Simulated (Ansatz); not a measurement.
This triplet is an excited state, 1.25 eV above the relaxed singlet at the level B3LYP/cc-pVTZ // PBE0-D3(BJ)/def2-TZVP (Ansatz, a first-principles code).

Species: C$_{2}$H$_{4}$Ge, SMILES `C=[CH][GeH]` (excited triplet; C–C–Ge–H torsion 180°) (charge 0, multiplicity 3).

Question: Give a relaxed geometry from PBE0-D3(BJ)/def2-TZVP (Ansatz).

Answer: This is not unique; one that fits is the end point of this relaxation, one of several conformers (outside a Z-matrix the atoms follow the SMILES, hydrogens last).
Z-matrix (Å, degrees):
```
C
C 1 1.3366
H 2 1.0847 1 122.38
H 2 1.0851 3 116.53 1 180.00
H 1 1.0903 2 119.65 3 179.95
Ge 1 1.9081 5 113.19 2 179.99
H 6 1.5458 1 118.53 5 0.02
```
